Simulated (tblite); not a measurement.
Isomers of C3H11FPSi2 (doublet state). Calculated harmonic vibrations of the isolated species, GFN2-xTB (tblite), most abundant isotopes, no scaling. The method is semi-empirical: single wavenumbers can be off by several per cent or more. Modes of hydrogen on phosphorus and silicon can be 10 to 20 % off. One conformer each. Open shells enter through the occupations alone, without spin polarisation, and single modes of such species can be off by tens of per cent.

Electronic energies: GFN2-xTB at the same geometries; isomer energies are rough at this level and their order can be wrong.

```tsv
SMILES	electronic energy, lowest = 0 (kJ/mol)
CC[CH][Si@@H](F)P[SiH3]	96.3
CCC[Si@@H](F)P[SiH2]	42.8
CCC[Si@H](F)[P][SiH3]	0.0
CCC[Si](F)P[SiH3]	32.3
```

Q: How do GFN2-xTB zero-point energies change the relative energies?

A: 
| SMILES | ZPE (kJ/mol) | of it from modes above 1550 cm⁻¹ | electronic (kJ/mol) | with ZPE, lowest = 0 (kJ/mol) | lowest mode (cm⁻¹) | rings |
| --- | --- | --- | --- | --- | --- | --- |
| CCC[Si@H](F)[P][SiH3] | 339.9 | 179.2 | 0.0 | 0.0 | 16i | 0 |
| CCC[Si](F)P[SiH3] | 340.4 | 180.0 | 32.3 | 32.8 | 23 | 0 |
| CCC[Si@@H](F)P[SiH2] | 339.7 | 179.5 | 42.8 | 42.6 | 18 | 0 |
| CC[CH][Si@@H](F)P[SiH3] | 326.2 | 175.4 | 96.3 | 82.6 | 19 | 0 |

The zero-point energies span 14.2 kJ/mol, from `CC[CH][Si@@H](F)P[SiH3]` to `CCC[Si](F)P[SiH3]`. Slightly imaginary modes are left out of the zero-point energy: `CCC[Si@H](F)[P][SiH3]` 16.2i cm⁻¹. The order is unchanged.
